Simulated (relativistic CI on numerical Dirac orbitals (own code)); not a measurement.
**Slater and spin-orbit integrals, Pt LI**

Calculated at this level of theory: Dirac-Coulomb-Breit CI, separate exchange-only KLI orbitals for each configuration, a model potential for QED, unscaled Slater integrals (own radial code, finite nucleus).

Slater integrals F^k, G^k are unscaled and averaged over j, outside the closed core [Ne]; ζ comes from projecting the Hamiltonian with its Breit term on Σ l·s of the shell.

- 3s²3p⁶3d⁹4s: ζ(3d) = 276110, G^2(3d,4s) = 65783 cm⁻¹; <r>(3d) = 0.1639, <r^2>(3d) = 0.03121, <r>(4s) = 0.3585, <r^2>(4s) = 0.1447 (bohr units).
- 3s²3p⁶3d⁹4p: ζ(3d) = 276140, F^2(3d,4p) = 201130, G^1(3d,4p) = 64596, G^3(3d,4p) = 65777, ζ(4p) = 736680 cm⁻¹; <r>(3d) = 0.1639, <r^2>(3d) = 0.03121, <r>(4p) = 0.3663, <r^2>(4p) = 0.1522 (bohr units).
- 3s²3p⁶3d⁹4d: ζ(3d) = 276030, F^2(3d,4d) = 216020, F^4(3d,4d) = 110700, G^0(3d,4d) = 67575, G^2(3d,4d) = 87634, G^4(3d,4d) = 69661, ζ(4d) = 94199 cm⁻¹; <r>(3d) = 0.1639, <r^2>(3d) = 0.03123, <r>(4d) = 0.3602, <r^2>(4d) = 0.1485 (bohr units).

Averages of the first 10 configurations, taken without configuration mixing, which lowers the lowest level and can move excited configurations by several eV; other configurations of the list can lie among them:

```tsv
Configuration	Parity	States	Average energy above the lowest level (eV)
3s²3p⁶3d¹⁰	even	1	0.2
3s²3p⁶3d⁹4s	even	20	1833.1
3s²3p⁶3d⁹4p	odd	60	2031.2
3s²3p⁶3d⁹4d	even	100	2255.4
3s²3p⁵3d¹⁰4s	odd	12	2433.5
3s²3p⁶3d⁹4f	odd	140	2441.2
3s²3p⁵3d¹⁰4p	even	36	2631.8
3s²3p⁶3d⁸4s²	even	45	3707.1
3s²3p⁵3d¹⁰4d	odd	60	2855.2
3s²3p⁶3d⁸4s4p	odd	540	3898.0
```
